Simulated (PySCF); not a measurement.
PySCF input file for Al(H)2(PH2) (AlH4P), SMILES [AlH2][PH2], IEF-PCM-ωB97X/def2-SVP. The structure is a stationary point at PBE-D3(BJ)/def2-TZVP.

```python
import numpy as np
from pyscf import gto, scf, dft
from pyscf.solvent import pcm

mol = gto.M(
    atom='''
    Al    1.19758333   -0.01054931   -0.00000000
    H     1.98357047    0.01483280   -1.38920548
    H     1.98357048    0.01483281    1.38920549
    P    -1.13328769    0.11942899   -0.00000000
    H    -1.26820448   -0.84197977   -1.05134105
    H    -1.26820448   -0.84197977    1.05134106
    ''',
    basis='def2-SVP',
    charge=0,
    spin=0,
    max_memory=1600,
    verbose=3,
)
mf = dft.RKS(mol, xc='wb97x').density_fit(auxbasis='def2-universal-jkfit')
mf.grids.level = 3
mf.conv_tol = 1e-9
mf.max_cycle = 100
mf.kernel()
res = {}
for name, eps in {'water': 78.355, 'diethylether': 4.24, 'chloroform': 4.7113}.items():
    s = mf.PCM()
    s.with_solvent.method, s.with_solvent.eps, s.with_solvent.lebedev_order = 'IEF-PCM', eps, 29
    s.kernel(mf.make_rdm1())
    res[name] = (s.e_tot, eps, s.dip_moment(), s.mo_energy, s.converged)
    print(f'{name}: electrostatic solvation free energy {(s.e_tot - mf.e_tot) * 627.509474:.3f} kcal/mol')
```

Output:

```
converged SCF energy = -585.973700600352

WARN: PCM is an experimental feature. It is still in testing.
Features and APIs may be changed in the future.

converged SCF energy = -585.981854697515
Dipole moment(X, Y, Z, Debye):  0.76266, -1.25874, -0.00000
water: electrostatic solvation free energy -5.117 kcal/mol

WARN: PCM is an experimental feature. It is still in testing.
Features and APIs may be changed in the future.

converged SCF energy = -585.979078376625
Dipole moment(X, Y, Z, Debye):  0.65742, -1.12241, -0.00000
diethylether: electrostatic solvation free energy -3.375 kcal/mol

WARN: PCM is an experimental feature. It is still in testing.
Features and APIs may be changed in the future.

converged SCF energy = -585.979331577434
Dipole moment(X, Y, Z, Debye):  0.66684, -1.13417, -0.00000
chloroform: electrostatic solvation free energy -3.533 kcal/mol
```

Self-consistency was reached.

Cost: very roughly 23 core-seconds.
